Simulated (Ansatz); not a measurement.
One change: `[OH][Mo]([OH])([F])([F])=[S]` becomes `[OH][Mo]([OH])([OH])([F])=[S]`.

Ansatz, PBE0-D4/def2-TZVP geometries, multiplicity 1. Each molecule was computed in one conformer, which needn't be the lowest.

Elements past krypton have def2 core potentials.

| property | `[OH][Mo]([OH])([F])([F])=[S]` |
| --- | --- |
| HOMO energy (PBE/def2-TZVPP) / eV | -7.24 |
| LUMO energy (PBE0/def2-TZVPP) / eV | -3.72 |
| size of the dipole moment (ωB97M-V/def2-TZVPP) / D | 2.16 |
| HOMO–LUMO gap (PBE0/def2-TZVPP) / eV | 4.88 |
| HOMO energy (ωB97M-V/def2-TZVPP) / eV | -10.73 |
| LUMO energy (PBE/def2-TZVPP) / eV | -4.44 |

(1) Give the same properties after the change, and the shifts. (An estimate is asked.)

## Answers

(1) The calculation gave: 
| property | `[OH][Mo]([OH])([OH])([F])=[S]` | shift |
| --- | --- | --- |
| HOMO energy (PBE/def2-TZVPP) / eV | -6.77 | 0.47 |
| LUMO energy (PBE0/def2-TZVPP) / eV | -3.45 | 0.27 |
| size of the dipole moment (ωB97M-V/def2-TZVPP) / D | 2.07 | -0.09 |
| HOMO–LUMO gap (PBE0/def2-TZVPP) / eV | 4.65 | -0.23 |
| HOMO energy (ωB97M-V/def2-TZVPP) / eV | -10.23 | 0.50 |
| LUMO energy (PBE/def2-TZVPP) / eV | -4.17 | 0.27 |

With PBE0 the HOMO rises by 0.50 eV and the LUMO rises by 0.27 eV, so the gap narrows by about 0.23 eV. PBE moves the HOMO by 0.47 eV and ωB97M-V by 0.50 eV. The zero-point energy changes by 29.3 kJ/mol with +3 modes. Dipoles are sizes alone; their direction can turn.
